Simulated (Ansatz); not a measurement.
C$_{2}$H$_{8}$N$_{2}$, charge -1, doublet, at the geometry of the source list (a state made from the parent by changing its charge; the spin is typed, not shown lowest) (a gas-phase anion, which may not be bound at this level); B3LYP5/pcseg-1 in Ansatz (a program for electronic structure).

Input for Ansatz:
Ansatz 0.2 input:
```yaml
crystal:
  periodic: [false, false, false]
  atoms:
    - {symbol: N, position_ang: [1.81950000, 0.32830000, -0.22850000]}
    - {symbol: C, position_ang: [0.58870000, 0.06660000, 0.49630000]}
    - {symbol: C, position_ang: [-0.52930000, -0.28720000, -0.48430000]}
    - {symbol: N, position_ang: [-1.74500000, -0.60500000, 0.24350000]}
    - {symbol: H, position_ang: [2.57600000, 0.52730000, 0.41560000]}
    - {symbol: H, position_ang: [1.70680000, 1.13510000, -0.83450000]}
    - {symbol: H, position_ang: [0.25620000, 0.91600000, 1.12030000]}
    - {symbol: H, position_ang: [0.75780000, -0.78560000, 1.15790000]}
    - {symbol: H, position_ang: [-0.23140000, -1.17120000, -1.05210000]}
    - {symbol: H, position_ang: [-0.64970000, 0.54680000, -1.19940000]}
    - {symbol: H, position_ang: [-2.48190000, -0.87720000, -0.39670000]}
    - {symbol: H, position_ang: [-2.06750000, 0.20610000, 0.76200000]}
basis:
  gaussian:
    orbitals: pcseg-1.json
hamiltonian:
  xc: b3lyp5
total_charge: -1
magnetization: {spin_polarized: true, initial_magnetization: 1}
```
The basis file holds pcseg-1 in the JSON format of the Basis Set Exchange.

The log (banner, timings and long lists left out):

```
Functional definition: B3LYP5
1122 factors; their error is unknown
mean field evaluation 1: about -5172.0756 eV, gradient 3.3e1 eV
mean field evaluation 2: about -5167.7636 eV, gradient 4.6e1 eV
mean field evaluation 4: about -5176.9889 eV, gradient 6.4e-1 eV
mean field evaluation 8: about -5176.9960 eV, gradient 1.0e-1 eV
mean field evaluation 16: about -5176.9529 eV, gradient 2.8e-4 eV
mean field evaluation 32: about -5176.9149 eV, gradient 1.6e0 eV
mean field evaluation 64: about -5176.2834 eV, gradient 1.1e0 eV
mean field -5177.00283790 eV, -190.2513451942 hartree, gradient 9.5e-6 eV, S^2 0.750704; 15 other end points of the search recorded, 0 dependent functions left out
reference -5177.00310034 eV, -190.2513548387 hartree; 18, 17 occupied and 78, 79 virtual orbitals, 1122 factors
Total energy: -5177.00310034 eV, -190.2513548387 hartree
```
